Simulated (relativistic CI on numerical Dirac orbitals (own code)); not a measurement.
Computed by Dirac-Coulomb-Breit CI, orbitals from a KLI potential per configuration, model QED, unscaled Slater integrals (own radial code, finite nucleus).

Configuration list (outside the closed core [Ne]): 3s, 3p, 3d, 4s, 4p, 4d, 4f, 5s, 5p, 5d, 5f, 5g, 6s, 6p, 6d, 7s, 7p. Levels of other configurations are missing.

At this charge energies of transitions that change n are usually good to better than 1 %, and those within a shell (Δn = 0) to a few per cent.

Outline of the computed level scheme of Ir LXVII. Lowest level of each configuration: 3s ²S1/2 at 0.00 eV; 3p ²P°1/2 at 170.21 eV; 3d ²D3/2 at 817.98 eV; 4s ²S1/2 at 3583.42 eV; 4p ²P°1/2 at 3653.63 eV; 4d ²D3/2 at 3913.01 eV; 4f ²F°5/2 at 3995.82 eV; 5s ²S1/2 at 5176.66 eV; 5p ²P°1/2 at 5211.86 eV.

Some strong electric-dipole decays among the lowest 15 levels: 4f ²F°7/2 → 3d ²D5/2 (2.9e+14 s⁻¹); 4f ²F°5/2 → 3d ²D3/2 (2.8e+14 s⁻¹); 4d ²D5/2 → 3p ²P°3/2 (1.4e+14 s⁻¹); 4d ²D3/2 → 3p ²P°1/2 (1.1e+14 s⁻¹); 4p ²P°1/2 → 3s ²S1/2 (7.6e+13 s⁻¹); 4s ²S1/2 → 3p ²P°3/2 (6.0e+13 s⁻¹); 4p ²P°3/2 → 3s ²S1/2 (4.4e+13 s⁻¹); 5p ²P°1/2 → 3s ²S1/2 (4.1e+13 s⁻¹).
